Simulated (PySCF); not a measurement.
Atoms are numbered as in `[NH2:1][Si@H:2]([F:3])[C:4]([F:5])([F:6])[F:7]`. Each H is labelled by its parent atom.

Geometry: PBE0-D3(BJ)/def2-SVP; GIAO shifts from PySCF 2.14, gas phase, non-relativistic, averaged over equivalent atoms.

At PBE0/pcSseg-0 (73 basis functions, 6.1 s wall time on 1 thread of an Arm Neoverse V1, shared host):
```
   atoms  δ (ppm)
      N1     20.0
     Si2    -21.5
F5/F6/F7    -90.3
      F3   -176.0
      C4    144.9
  H(Si2)     5.72
   H(N1)     1.17
```

Chemical shifts δ = σref − σ; ¹⁵N (σref 266.02) against NH3; TMS for ²⁹Si (σref 348.52) and ¹³C (σref 193.52) and ¹H (σref 32.83); CFCl3 for ¹⁹F (σref 178.37), all at this level.

What do these become at PBE0/pcSseg-2?

Results:


| atoms | δ at PBE0/pcSseg-2 | change |
| --- | --- | --- |
| N1 | 32.9 | +12.9 |
| Si2 | -35.8 | -14.3 |
| F5/F6/F7 | -80.6 | +9.7 |
| F3 | -146.2 | +29.8 |
| C4 | 134.7 | -10.2 |
| H(Si2) | 4.86 | -0.86 |
| H(N1) | 1.87 | +0.70 |

Scale: ¹⁵N (261.69 ppm) against NH3; ²⁹Si (341.29 ppm) and ¹³C (184.13 ppm) and ¹H (31.25 ppm) against TMS; CFCl3 for ¹⁹F (175.81 ppm) (reference shieldings calculated alike).

The largest change is at F3 (fluorine bonded to Si). Cost: 301 basis functions, 48 s wall time on 1 thread of an Arm Neoverse V1, shared host.

Unscaled 19F shifts against computed CFCl3 carry errors that often reach 10 to 50 ppm. Experimental scales use liquid or dissolved standards, which lie at an offset from isolated NH3 (liquid NH3: subtract about 20 ppm).
